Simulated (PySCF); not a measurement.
Gas-phase reaction: 2 GaH + 2 H2O = 2 GaH3 + O2

Computed with PySCF and rigid-rotor harmonic-oscillator thermochemistry at 1 bar. † marks an energy on the PBE0/def2-TZVP geometry and frequencies; other levels use their own. MP2 freezes the core. 6-31G* has spherical d functions here. Open shells (unrestricted): O2 (multiplicity 3); the rest are closed-shell singlets. B3LYP is the form with VWN-RPA correlation. Ga: all electrons, no relativistic terms. GaH, GaH3: computed as isolated molecules; such fragments, hydroxides, amides, oligomers or adducts are transient or little studied in the gas. MP2 isn't extrapolated to the basis-set limit; its ΔH°(298 K) is 234.9 kJ in def2-SVP and 302.8 kJ in def2-TZVPP. The harmonic model lacks anharmonicity and excited electronic states, which grow with temperature; levels with a mode under 35 cm⁻¹ are left out.

```tsv
level	ΔE electronic, kJ	ΔH°(298 K), kJ	ΔS°(298 K), J/K	ΔG°(1000 K), kJ
B3LYP/def2-TZVP†	333	302	-135	436
BLYP/def2-TZVP†	334	303	-135	437
HF/6-31G*	218	183	-136	318
MP2/def2-SVP†	266	235	-135	369
PBE/def2-TZVP†	301	270	-135	404
r2SCAN/def2-TZVP†	261	230	-135	364
LDA/def2-TZVP†	294	263	-135	397
```
ΔH° is lowest at HF/6-31G* and highest at BLYP/def2-TZVP†. No reference value is set beside these.
